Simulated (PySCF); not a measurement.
C3H3N2, SMILES C1=C[N]N=C1 (connectivity only; charge and spin as stated), charge -1, multiplicity 1. Heavy atoms are numbered as in [CH:1]1=[CH:5][N:4][N:3]=[CH:2]1. Hydrogens are named by the atom that carries them.

Geometry: r2SCAN-D4/def2-SVPD. The multiplicity is an assumed one; other spin states were not compared. The isomer is the one that the SMILES or the coordinates give; other isomers of the formula were not compared.

All values below come from HF/pcSseg-1 run with PySCF.

GIAO shieldings, no solvent; atoms alike by connectivity are averaged. δ = σ(ref) − σ: ¹³C against TMS (σ = 192.6 ppm); ¹⁵N against NH3 (σ = 267.3 ppm); ¹H against TMS (σ = 31.99 ppm), references at their B3LYP-D3(BJ)/def2-TZVP geometries, non-relativistic.

```json
[
 {"nucleus": "¹³C", "atoms": "C2 (CH)", "count": "2", "δ (ppm)": "144.9"},
 {"nucleus": "¹³C", "atoms": "C1 (CH)", "count": "1", "δ (ppm)": "97.7"},
 {"nucleus": "¹⁵N", "atoms": "N3", "count": "2", "δ (ppm)": "406.0"},
 {"nucleus": "¹H", "atoms": "H on C2", "count": "2", "δ (ppm)": "7.65"},
 {"nucleus": "¹H", "atoms": "H on C1", "count": "1", "δ (ppm)": "5.82"}
]
```
